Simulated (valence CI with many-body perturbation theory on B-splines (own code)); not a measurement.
E1 line list for Ni23+

Computed by configuration interaction combined with many-body perturbation theory (CI+MBPT): three valence electrons over a frozen Dirac-Fock core [He], radial functions for each j: 11 s, 11 p, 9 d, 7 f, 5 g, 2 h, 1 i, with the one-electron correlation potential Σ1 (screened to all orders), the two-electron term Σ2, the three-electron term Σ3, Breit, model QED; selected single and double excitations, second order for the rest (own B-spline code, finite nucleus).

No measured spectrum was set against this ion. As an estimate, levels of excited configurations hold to 0.05 to 0.15 % of their energy, terms of the ground configuration to about 0.5 %.

Lines 101 to 150 of 256 in falling wavelength, among levels below 1382.8 eV, chosen from the strongest by gf and those to the six lowest levels. Wavelengths and rates use the calculated energies, so an error of 800 cm⁻¹ moves a line at 10.50 Å by 0.0084 % and its rate by three times that or more. Electric multipoles are in the length gauge, E1 and E2 with the static RPA response of the core. Weak lines are less certain than strong ones. Lines between different terms over intervals too small for the method are left out, as are lines whose strength nearly cancels. The highest levels of a list are the least certain.

Names give the largest LS component (configuration and term), which can be under half, so a name can repeat, a term be missing and a line seem to break the LS rules; names also repeat where a configuration has a term twice. Letters in brackets count levels of one name in rising energy.

| λ vac (Å) | Upper | Lower | A (s⁻¹) | S (a.u.) with core polarisation | S without |
| --- | --- | --- | --- | --- | --- |
| 10.50 | 2s.2p.3d 2P°_3/2 [a] | 2s.2p2 2P_3/2 | 3.30e+12 | 7.54e-03 | 7.56e-03 |
| 10.50 | 2s.2p.3s 2P°_3/2 [b] | 2s.2p2 2P_1/2 | 3.39e+12 | 7.73e-03 | 7.72e-03 |
| 10.49 | 2s.2p.3d 2P°_3/2 [a] | 2s.2p2 2S_1/2 | 6.46e+12 | 1.47e-02 | 1.47e-02 |
| 10.48 | 2s.2p.3d 4F°_3/2 | 2s.2p2 2D_3/2 | 8.24e+11 | 1.87e-03 | 1.88e-03 |
| 10.47 | 2s.2p.3s 4P°_1/2 | 2s.2p2 4P_1/2 | 7.16e+11 | 8.11e-04 | 8.08e-04 |
| 10.46 | 2s.2p.3s 4P°_5/2 | 2s.2p2 4P_5/2 | 2.83e+12 | 9.62e-03 | 9.58e-03 |
| 10.46 | 2s.2p.3d 2D°_3/2 [a] | 2s.2p2 2P_1/2 | 5.80e+12 | 1.31e-02 | 1.32e-02 |
| 10.45 | 2s.2p.3d 4F°_5/2 | 2s.2p2 2D_3/2 | 2.13e+11 | 7.21e-04 | 7.21e-04 |
| 10.45 | 2s.2p.3d 4P°_5/2 | 2s.2p2 2D_5/2 | 1.50e+12 | 5.06e-03 | 5.06e-03 |
| 10.44 | 2s.2p.3d 2P°_1/2 [a] | 2s.2p2 2S_1/2 | 1.95e+13 | 2.19e-02 | 2.19e-02 |
| 10.43 | 2s.2p.3s 4P°_3/2 | 2s.2p2 4P_1/2 | 1.76e+12 | 3.93e-03 | 3.92e-03 |
| 10.41 | 2s.2p.3d 4P°_5/2 | 2s.2p2 2D_3/2 | 8.78e+11 | 2.93e-03 | 2.93e-03 |
| 10.40 | 2s2.3s 2S_1/2 | 2s2.2p 2P°_1/2 | 1.20e+12 | 1.33e-03 | 1.33e-03 |
| 10.39 | 2s.2p.3d 4D°_3/2 | 2s.2p2 2D_3/2 | 1.64e+12 | 3.64e-03 | 3.64e-03 |
| 10.39 | 2s.2p.3s 4P°_5/2 | 2s.2p2 4P_3/2 | 1.55e+12 | 5.16e-03 | 5.14e-03 |
| 10.39 | 2s.2p.3d 4D°_1/2 | 2s.2p2 2D_3/2 | 3.74e+11 | 4.14e-04 | 4.14e-04 |
| 10.37 | 2s.2p.3s 2P°_1/2 [b] | 2s.2p2 2D_3/2 | 1.63e+12 | 1.80e-03 | 1.79e-03 |
| 10.37 | 2s.2p.3s 2P°_3/2 [b] | 2s.2p2 2D_3/2 | 1.42e+12 | 3.13e-03 | 3.12e-03 |
| 10.34 | 2s.2p.3d 2D°_3/2 [a] | 2s.2p2 2D_3/2 | 4.29e+12 | 9.37e-03 | 9.39e-03 |
| 10.33 | 2s.2p.3d 2F°_5/2 [a] | 2s.2p2 2D_3/2 | 1.44e+13 | 4.70e-02 | 4.71e-02 |
| 10.32 | 2p2.3d 4F_5/2 | 2p3 4S°_3/2 | 5.17e+12 | 1.68e-02 | 1.69e-02 |
| 10.30 | 2s.2p.3d 2P°_3/2 [a] | 2s.2p2 2P_1/2 | 7.97e+12 | 1.72e-02 | 1.72e-02 |
| 10.26 | 2s.2p.3d 2F°_5/2 [b] | 2s.2p2 2D_5/2 | 1.17e+13 | 3.74e-02 | 3.75e-02 |
| 10.26 | 2s.2p.3d 4D°_5/2 | 2s.2p2 2D_3/2 | 1.24e+12 | 3.97e-03 | 3.98e-03 |
| 10.25 | 2s.2p.3d 2D°_3/2 [b] | 2s.2p2 2P_3/2 | 4.03e+12 | 8.58e-03 | 8.59e-03 |
| 10.24 | 2s.2p.3d 2D°_3/2 [b] | 2s.2p2 2S_1/2 | 1.22e+13 | 2.59e-02 | 2.59e-02 |
| 10.23 | 2s.2p.3d 2D°_5/2 | 2s.2p2 2P_3/2 | 3.18e+13 | 1.01e-01 | 1.01e-01 |
| 10.23 | 2s.2p.3d 4F°_3/2 | 2s.2p2 4P_5/2 | 7.84e+10 | 1.66e-04 | 1.66e-04 |
| 10.22 | 2s.2p.3d 2F°_5/2 [b] | 2s.2p2 2D_3/2 | 4.96e+12 | 1.57e-02 | 1.57e-02 |
| 10.22 | 2s.2p.3d 2P°_1/2 [b] | 2s.2p2 2P_3/2 | 4.35e+12 | 4.58e-03 | 4.59e-03 |
| 10.21 | 2s.2p.3d 2P°_3/2 [b] | 2s.2p2 2P_3/2 | 7.63e+12 | 1.60e-02 | 1.61e-02 |
| 10.20 | 2s.2p.3d 4F°_5/2 | 2s.2p2 4P_5/2 | 1.24e+12 | 3.89e-03 | 3.90e-03 |
| 10.20 | 2s.2p.3d 2P°_3/2 [b] | 2s.2p2 2S_1/2 | 4.49e+12 | 9.40e-03 | 9.42e-03 |
| 10.20 | 2s.2p.3d 2F°_7/2 [a] | 2s.2p2 2D_5/2 | 3.14e+13 | 1.32e-01 | 1.32e-01 |
| 10.19 | 2s.2p.3d 2P°_3/2 [c] | 2s.2p2 2P_3/2 | 4.49e+12 | 9.39e-03 | 9.41e-03 |
| 10.18 | 2s.2p.3d 2P°_3/2 [c] | 2s.2p2 2S_1/2 | 6.32e+12 | 1.32e-02 | 1.32e-02 |
| 10.18 | 2s.2p.3d 2P°_3/2 [a] | 2s.2p2 2D_3/2 | 7.21e+11 | 1.50e-03 | 1.50e-03 |
| 10.16 | 2s.2p.3d 4F°_7/2 | 2s.2p2 4P_5/2 | 1.03e+13 | 4.26e-02 | 4.26e-02 |
| 10.16 | 2s.2p.3d 4P°_5/2 | 2s.2p2 4P_5/2 | 2.02e+12 | 6.27e-03 | 6.28e-03 |
| 10.16 | 2s.2p.3d 4F°_3/2 | 2s.2p2 4P_3/2 | 1.07e+12 | 2.22e-03 | 2.22e-03 |
| 10.14 | 2s.2p.3d 4D°_3/2 | 2s.2p2 4P_5/2 | 4.14e+11 | 8.53e-04 | 8.55e-04 |
| 10.13 | 2s.2p.3d 2P°_1/2 [a] | 2s.2p2 2D_3/2 | 3.33e+11 | 3.42e-04 | 3.43e-04 |
| 10.13 | 2s.2p.3d 4F°_5/2 | 2s.2p2 4P_3/2 | 4.74e+12 | 1.46e-02 | 1.46e-02 |
| 10.13 | 2s2.3d 2D_3/2 | 2s2.2p 2P°_3/2 | 4.33e+12 | 8.89e-03 | 8.90e-03 |
| 10.11 | 2s2.3d 2D_5/2 | 2s2.2p 2P°_3/2 | 2.59e+13 | 7.93e-02 | 7.95e-02 |
| 10.10 | 2p2.3p 4P°_5/2 | 2s.2p2 2P_3/2 | 1.57e+12 | 4.78e-03 | 4.78e-03 |
| 10.09 | 2s.2p.3d 4P°_5/2 | 2s.2p2 4P_3/2 | 1.76e+13 | 5.35e-02 | 5.36e-02 |
| 10.08 | 2p2.3p 4D°_1/2 | 2s.2p2 2P_1/2 | 3.99e+12 | 4.03e-03 | 4.03e-03 |
| 10.07 | 2s.2p.3d 4D°_3/2 | 2s.2p2 4P_3/2 | 6.62e+12 | 1.34e-02 | 1.34e-02 |
| 10.07 | 2s.2p.3d 4F°_3/2 | 2s.2p2 4P_1/2 | 1.09e+12 | 2.20e-03 | 2.20e-03 |
